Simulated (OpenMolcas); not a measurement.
## Multiconfigurational calculation on Zr II

Input:

```
&GATEWAY
Coord
1

Zr 0.0 0.0 0.0
Basis=ANO-R1
Group=XYZ
NoMove
AngMom=0.0 0.0 0.0
AMFI
&SEWARD
&RASSCF
FileOrb=start.orb
Symmetry=1
Spin=4
nActEl=3 0 0
Inactive=9 9
Ras2=6 0
CIRoot=20 20 1
SDav=20
CIMx=300
Iter=120 100
PrWF=0.3
OrbListing=Nothing
MaxOrb=0
Atom
>>> COPY $Project.JobIph JOB001
&RASSCF
FileOrb=start.orb
Symmetry=1
Spin=2
nActEl=3 0 0
Inactive=9 9
Ras2=6 0
CIRoot=70 70 1
SDav=70
CIMx=300
Iter=120 100
PrWF=0.3
OrbListing=Nothing
MaxOrb=0
Atom
>>> COPY $Project.JobIph JOB002
&RASSI
NrOfJobIphs=2 20 70
1 2 3 4 5 6 7 8 9 10 11 12 13 14 15 16 17 18 19 20
1 2 3 4 5 6 7 8 9 10 11 12 13 14 15 16 17 18 19 20 21 22 23 24 25 26 27
28 29 30 31 32 33 34 35 36 37 38 39 40 41 42 43 44 45 46 47 48 49 50 51
52 53 54 55 56 57 58 59 60 61 62 63 64 65 66 67 68 69 70
IphNames
JOB001
JOB002
EJob
SpinOrbit
DIPRint=1.0
SOCoupling=1000.0
Subsets=2
MEES
Property=10
'ANGMOM' 1 'ANGMOM' 2 'ANGMOM' 3 'MLTPL  1' 1 'MLTPL  1' 2 'MLTPL  1' 3
'AMFI' 1 'AMFI' 2 'AMFI' 3 'MLTPL  2' 6
SOProperty=3
'ANGMOM' 1 'ANGMOM' 2 'ANGMOM' 3
```

Launched by
```bash
OMP_NUM_THREADS=1 MOLCAS_MEM=2252 MOLCAS_PROJECT=a pymolcas a.inp > a.log  # once for each step of the input, in one work folder
```

A driver script runs the steps one by one and writes start.orb anew before each from the orbitals found so far.

Output, cut to the results:

```
--- SEWARD ---
Basis set label: ZR.ANO-R...6S4P3D1F.

      Electronic valence basis set:
      ------------------
      Associated Effective Charge  40.000000 au
      Associated Actual Charge     40.000000 au
      Nuclear Model: Finite nucleus - Gaussian distribution
        Gaussian exponent, Xi/bohr**(-2):  2.25444E+08

      Shell  nPrim  nBasis  Cartesian Spherical Contaminant
         s      23       6        X
         p      15       4        X
         d      12       3                 X
         f       6       1                 X
                  Relativistic X2C integrals
                  Atomic mean-field integrals
--- RASSCF ---
Wave function specifications:
      -----------------------------

      Number of closed shell electrons          36
      Number of electrons in active shells       3
      Max number of holes in RAS1 space          0
      Max nr of electrons in RAS3 space          0
      Number of inactive orbitals               18
      Number of active orbitals                  6
      Number of secondary orbitals              16
      Spin quantum number                      1.5
      State symmetry                             1
Orbital specifications:
      -----------------------

      Symmetry species                           1   2
                                                ag  au
      Frozen orbitals                            0   0
      Inactive orbitals                          9   9
      Active orbitals                            6   0
      RAS1 orbitals                              0   0
      RAS2 orbitals                              6   0
      RAS3 orbitals                              0   0
      Secondary orbitals                         6  10
      Deleted orbitals                           0   0
      Number of basis functions                 21  19
      Number of CSFs                            20
      Number of root(s) required                20
      Iter CI   SX   CI       RASSCF       Energy    max ROT     max BLB   max BLB  Level Ln srch  Step   QN
          iter iter root      energy       change     param      element    value   shift minimum  type update
 Nr of preliminary CI iterations:   1
      Total energies have been shifted. Add                -3000.00 au
        1   1    2    0  -596.00072483    0.00E+00   6.06E-07    9  16 1  9.48E-07   0.34   0.00    SX    NO
        2   1    2    0  -596.00072483   -5.91E-12   2.63E-07    9  16 1  2.04E-07   0.34   0.00    SX    NO
        3   1    1    0  -596.00072483   -1.36E-12   0.00E+00    9  16 1  4.41E-08   0.34   0.00    SX    NO
        4   1    1    0  -596.00072483    2.27E-12   0.00E+00    9  16 1  4.41E-08   0.34   0.00    SX    NO
      Convergence after  4 iterations
        5   1    1    0  -596.00072483   -4.55E-13   0.00E+00    9  16 1  4.41E-08   0.34   0.00    SX    NO
      Natural orbitals and occupation numbers for root  1
      sym 1:   0.940183  -0.000000   0.059817   0.940183   0.059817   1.000000
      Natural orbitals and occupation numbers for root  2
      sym 1:  -0.000000   0.873629   0.126371   0.873629   0.126371   1.000000
      Natural orbitals and occupation numbers for root  3
      sym 1:   0.008259  -0.000000   0.991741   0.008259   0.991741   1.000000
::    RASSCF root number  1 Total energy:  -3596.01917295
::    RASSCF root number  2 Total energy:  -3596.01917295
::    RASSCF root number  3 Total energy:  -3596.01917295
::    RASSCF root number  4 Total energy:  -3596.01917295
::    RASSCF root number  5 Total energy:  -3596.01917295
::    RASSCF root number  6 Total energy:  -3596.01917295
::    RASSCF root number  7 Total energy:  -3596.01917295
::    RASSCF root number  8 Total energy:  -3596.00629441
::    RASSCF root number  9 Total energy:  -3596.00629441
::    RASSCF root number 10 Total energy:  -3596.00629441
::    RASSCF root number 11 Total energy:  -3596.00629441
::    RASSCF root number 12 Total energy:  -3596.00629441
::    RASSCF root number 13 Total energy:  -3596.00629441
::    RASSCF root number 14 Total energy:  -3596.00629441
::    RASSCF root number 15 Total energy:  -3595.97914345
::    RASSCF root number 16 Total energy:  -3595.97914345
::    RASSCF root number 17 Total energy:  -3595.97914345
::    RASSCF root number 18 Total energy:  -3595.96626491
::    RASSCF root number 19 Total energy:  -3595.96626491
::    RASSCF root number 20 Total energy:  -3595.96626491
--- RASSCF ---
Wave function specifications:
...
--- RASSI ---
SPIN-FREE ENERGIES:
  (Shifted by EMIN (a.u.) =      -3596.0191729499)

 SF State       Relative EMIN(au)   Rel lowest level(eV)    D:o, cm**(-1)      L_eff

     1             0.0000000000        0.0000000000              0.0000         3.0
     2             0.0000000000        0.0000000000              0.0000         3.0
     3             0.0000000000        0.0000000000              0.0000         3.0
     4             0.0000000000        0.0000000000              0.0000         3.0
     5             0.0000000000        0.0000000000              0.0000         3.0
     6             0.0000000000        0.0000000000              0.0000         3.0
     7             0.0000000000        0.0000000000              0.0000         3.0
     8             0.0128785357        0.3504428079           2826.5119         3.0
     9             0.0128785357        0.3504428079           2826.5119         3.0
    10             0.0128785357        0.3504428079           2826.5119         3.0
    11             0.0128785357        0.3504428079           2826.5119         3.0
    12             0.0128785357        0.3504428079           2826.5119         3.0
    13             0.0128785357        0.3504428079           2826.5119         3.0
    14             0.0128785357        0.3504428079           2826.5119         3.0
    21             0.0253987220        0.6911344346           5574.3751         2.0
    22             0.0253987220        0.6911344346           5574.3751         2.0
    23             0.0253987220        0.6911344346           5574.3751         2.0
    24             0.0253987220        0.6911344346           5574.3751         2.0
    25             0.0253987220        0.6911344346           5574.3751         2.0
    26             0.0317354037        0.8635643288           6965.1160         1.0
    27             0.0317354037        0.8635643288           6965.1160         1.0
...
```

Levels above the lowest, from the spin-orbit matrix, grouped by J:

```tsv
Configuration	Term	J	E (cm-1)	Measured (cm-1)	g	Term weight %
4d2 5s	4F	3/2	0.0	0.0	0.401	100
4d2 5s	4F	5/2	301	315	1.029	100
4d2 5s	4F	7/2	719	763	1.239	100
4d2 5s	4F	9/2	1243	1323	1.334	100
4d3	4F	3/2	2793	2572	0.405	99
4d3	4F	5/2	3120	2895	1.030	99
4d3	4F	7/2	3544	3300	1.238	100
4d3	4F	9/2	4038	3758	1.333	99
4d2 5s	2D	3/2	6040	4248	0.836	90
4d2 5s	2D	5/2	6366	4505	1.201	97
4d3	2P	1/2	7435		0.679	99
4d3	2P	3/2	7873		1.300	90
4d2 5s	4P	1/2	9207		2.668	100
4d2 5s	2F	5/2	9242	5753	0.866	98
4d2 5s	4P	3/2	9412		1.730	99
4d2 5s	4P	5/2	9729		1.591	98
4d3	2G	7/2	9772		0.938	81
4d2 5s	2F	7/2	9921	6468	1.095	81
4d3	2G	9/2	10119		1.111	99
4d3	4P	1/2	12072		2.659	99
4d3	4P	3/2	12277		1.729	98
4d3	4P	5/2	12505		1.601	100
4d3	2H	9/2	15285		0.912	98
4d3	2H	11/2	15653		1.091	100
```

Against the 11 measured excited levels shown (NIST Handbook of Basic Atomic Spectroscopic Data) the mean absolute deviation is 1100 cm-1; the largest miss in energy is 4d2 5s 2F 5/2: computed 9242, measured 5753 cm-1 (+60.7 %).

Without dynamic correlation excited terms often stand tens of per cent too high (terms of higher spin than the ground term too low), and those without a measured partner can miss by more than the paired ones. Configurations are named by rounded mean occupations; where the s occupation lies near a half they are strongly mixed, a name can repeat and a true partner stay unpaired. A single d shell beside an s shell can misplace configurations of different d count against each other. Computed and measured levels are paired by configuration, term and J; levels that our copy of the source lacks, or whose pairing is in doubt (as where it misses far off the trend of its configuration), stay unpaired and out of the deviations. Only configurations of the active space appear. The table shows the lowest 24 of 37 levels.

The RASSCF and RASSI steps took 58 s on 1 thread of Intel(R) Xeon(R) Platinum 8488C (Sapphire Rapids), on a shared host; the integral step is not counted.

The term weight is that of the spin-free term in the level, not the purity of its configuration.
